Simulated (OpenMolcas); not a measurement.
**A ladder of methods for C2H5FSi (SMILES F/C=C/[SiH3])**

C2H5FSi has 9 atoms, charge 0, and is taken as a singlet. As SMILES, `F/C=C/[SiH3]`. The coordinates come from a PBE0-D4/def2-TZVP relaxation.

Each level gives the HOMO–LUMO gap (eV). The values are calculated.

| level | kind | program | value (eV) | CPU time |
| --- | --- | --- | --- | --- |
| HF/cc-pVDZ | Hartree–Fock | OpenMolcas | 14.36 | 10 s |
| SVWN5/cc-pVDZ | LDA | OpenMolcas | 5.36 | 36 s |
| BLYP/cc-pVDZ | GGA | OpenMolcas | 5.40 | 52 s |
| M06-L/cc-pVDZ | meta-GGA | OpenMolcas | 5.86 | 66 s |
| r2SCAN/cc-pVDZ | meta-GGA | OpenMolcas | 5.86 | 68 s |
| M06-2X/cc-pVDZ | hybrid meta-GGA | OpenMolcas | 9.87 | 62 s |
| PBE0/cc-pVDZ | global hybrid | OpenMolcas | 7.67 | 48 s |
| B2PLYP/cc-pVDZ | double hybrid | OpenMolcas | 10.18 | 35 s |

The values span 5.36 to 14.36 eV. Orbital gaps aren't excitation energies, and those of double hybrids come from the SCF part alone; they tend to grow with the share of exact exchange. Times are those of the runs behind each value, whatever else they computed, on shared processors of several kinds: orders of magnitude only.
